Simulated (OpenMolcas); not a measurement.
An OpenMolcas run meant for Ho⁴⁺ (ANO-R2, X2C; inactive shells 1s 2s 2p 3s 3p 3d 4s 4p 4d 5s 5p; intended active space 9 electrons in 7 orbitals (4f)). One step of its input:

```
&CASPT2
Multistate=18 1 2 3 4 5 6 7 8 9 10 11 12 13 14 15 16 17 18
Frozen=14 9
IPEA=0.25
Imaginary=0.1
MaxIter=60
WThr=0.0 0.3 0.05
PrWF=0.5
NoMix
Deleted=16 17
```

The run finished. Its levels beside those of a sound run (SS-CASPT2, IPEA 0.25 Eh, imaginary shift 0.1 Eh (closed shells correlated: 5s 5p)), in cm-1 above each run's lowest level:

| Level | This run | Usual run |
| --- | --- | --- |
| 4f9 6H* 15/2 | 0.0 | 0.0 |
| 4f9 6H* 13/2 | 4318 | 4350 |
| 4f9 6H* 11/2 | 7881 | 7938 |
| 4f9 6F* 11/2 | 11952 | 10719 |
| 4f9 6H* 9/2 | 10743 | 10814 |
| 4f9 6F* 9/2 | 12987 | 11688 |
| 4f9 6H* 7/2 | 12966 | 13042 |
| 4f9 6F* 7/2 | 15283 | 14003 |
| 4f9 6H* 5/2 | 14615 | 14692 |
| 4f9 6F* 5/2 | 17449 | 16190 |
| 4f9 6F* 3/2 | 19138 | 17894 |
| 4f9 6F* 1/2 | 20198 | 18964 |

Problem. Which setting is unsound, and how much does it matter here?

Solution. Nearly half of the orbitals are deleted from the virtual space, which removes much of the correlation energy. Against the sound run the excited levels shown move by 710 cm-1 on average and by 1300 cm-1 at most.

CASPT2 breaks the degeneracy within a term, and the mean is taken; among the terms shown or strongly mixed into the levels shown the widest spread is 140 cm-1 (4f9 6H*, this run). High states are left out of the spin-orbit mixing, which shifts the levels that they would mix with. Only configurations of the active space appear.

* marks odd parity.
